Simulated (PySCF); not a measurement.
C₂H₈FNSi₂.

```xyz
14

N      2.4845     0.4007    -0.3666
Si     0.9395     0.0492     0.3049
Si    -0.9147     1.4781     0.4643
C     -1.6716    -0.2567     0.1377
C     -0.4884    -0.8743    -0.6242
F     -0.4908    -2.2659    -0.6168
H      3.2811    -0.2068    -0.2070
H      2.6015     0.9661    -1.2000
H      1.1671    -0.6818     1.5888
H     -1.1207     2.4039    -0.6935
H     -1.3548     2.1557     1.7195
H     -1.7628    -0.7594     1.1188
H     -2.6438    -0.3394    -0.3750
H     -0.5288    -0.5466    -1.6838
```
Charge 0, spin multiplicity 1.

Coordinates come from a r2SCAN-D4/def2-SVP optimisation. The structure was generated by enumeration; whether it is a known compound was not checked. The values are those of a single conformer.

Method: PBE/pcSseg-1 in PySCF. Non-relativistic, no solvent.

Computed absolute GIAO shielding of each atom: isotropic value and principal components (ppm):
```
atom  σ(iso)    σ11    σ22    σ33   span
----  ------  -----  -----  -----  -----
N1     236.6  217.8  234.8  257.3   39.5
Si2    350.7  286.4  356.5  409.3  122.9
Si3    420.9  377.1  425.4  460.3   83.3
C4     167.4  151.0  165.6  185.5   34.6
C5      79.7   30.7   63.9  144.3  113.6
F6     338.9  260.1  338.5  418.1  157.9
H7      29.9   22.9   25.8   41.1   18.2
H8      30.4   23.4   27.6   40.4   17.0
H9      26.3   23.0   26.1   29.7    6.7
H10     27.5   24.5   25.6   32.3    7.9
H11     27.2   23.9   24.6   33.0    9.1
H12     30.3   27.4   27.7   35.7    8.3
H13     29.3   25.3   26.4   36.2   10.9
H14     26.3   23.4   26.4   29.0    5.5
```
